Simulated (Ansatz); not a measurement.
Correlation energies of C3H7BO (`BC1(C)CO1`) by basis set

```xyz
12

B    -1.169    0.559   -0.934
C    -0.216   -0.103    0.070
C     0.719   -1.225   -0.282
C     0.269    0.926    1.044
O    -0.607   -0.074    1.458
H    -0.924    0.521   -2.105
H    -2.108    1.177   -0.530
H     0.161   -2.149   -0.450
H     1.436   -1.405    0.522
H     1.265   -0.995   -1.200
H     1.306    0.831    1.362
H    -0.133    1.937    1.044
```

Charge 0, multiplicity 1. The geometry is a stationary point of PBE0-D4/def2-TZVP. Frozen core, restricted reference, the Gaussian-basis code of Ansatz. CBS rows extrapolate triple and quadruple zeta; past MP2 they add the triple-zeta difference.

```tsv
basis	HF (Eh)	MP2 corr.	CCSD corr.	(T)	CCSD(T) total
def2-SVP	-216.99124	-0.68257	?	-0.02289	?
def2-TZVPP	-217.24105	-0.84298	?	-0.03654	?
def2-QZVPP	-217.25121	?	–	–	–
CBS(def2)	?	-0.94183	-0.98016	as TZ	?
```

Task: Fill in the withheld values. (An estimate is asked.)

Result: The calculation gave: def2-SVP CCSD corr.: -0.73276; def2-SVP CCSD(T) total: -217.74689; def2-TZVPP CCSD corr.: -0.88131; def2-TZVPP CCSD(T) total: -218.15890; def2-QZVPP MP2 corr.: -0.89976; CBS(def2) HF (Eh): -217.25261; CBS(def2) CCSD(T) total: -218.26931.
